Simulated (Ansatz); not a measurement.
Question: Predict a relaxed structure of BeMeCl (CH3BeCl), charge 0, singlet, at PBE0-D4/def2-TZVP (Ansatz).

Answer: 
Cartesian coordinates in Å:
```
Be 0.396 -0.886 -0.300
C -0.257 0.574 0.194
H 0.173 1.415 -0.358
H -0.074 0.758 1.258
H -1.340 0.604 0.041
Cl 1.102 -2.466 -0.835
```
Point group C3v (tolerance 0.1 Å). This is one stationary point.
